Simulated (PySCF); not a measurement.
## How methods differ on the ionisation energy of Ir(2+)

Ir(2+) [Xe] 4f14 5d7 (4F) → Ir(3+) [Xe] 4f14 5d6 (5D), as a difference of total energies. Calculation: PySCF 2.14, in aug-cc-pVDZ-PP with ECP60MDF; scalar relativity through the core potential. Correlated levels: valence: 5s2 5p6 frozen. The calculations carry no spin-orbit coupling.

Order these methods by the ionisation energy they give, lowest first.
A. BHandHLYP
B. CAM-B3LYP
C. r2SCAN
D. UHF

D (27.486 eV), C (29.031 eV), A (29.072 eV), B (29.323 eV).

The reference lies between the lowest fine-structure levels, while these numbers refer to the centres of the terms.

Errors of the correlated levels include the incompleteness of this basis and the frozen core.

For comparison: 28 ± 1.6 eV (theoretical estimate listed by NIST; NIST Atomic Spectra Database, ionization energies).
